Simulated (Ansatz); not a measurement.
Basis-set extrapolation for `N[CH]1[CH2][Al]1[F]` (PBE0-D4/def2-TZVP geometry, frozen core, Ansatz 0.2.0). Multiplicity 1, RHF reference.

|  | def2-TZVPP | def2-QZVPP |
| --- | --- | --- |
| HF | -474.545678 | -474.564024 |
| MP2 correlation | -0.880571 | -0.947564 |
| CCSD(T) correlation | -0.941521 | not run |

Energies in hartree. Use E(X) = E(∞) + A·exp(−7.88·√X) for Hartree–Fock and E(X) = E(∞) + B·X^(−2.97) for correlation, with X = 3 and 4, and add CCSD(T) minus MP2 of the smaller set to the MP2 limit.

Question: What is the CCSD(T) energy at the basis-set limit?

Answer: HF limit: -474.564024 + (-0.018346) × 0.13774 = -474.56655. MP2 limit: -0.947564 + (-0.066993) × 0.74074 = -0.99719. Higher-order term: -0.941521 − (-0.880571) = -0.06095. Total: -475.62469 hartree, 361.0 kJ/mol below CCSD(T)/def2-TZVPP.
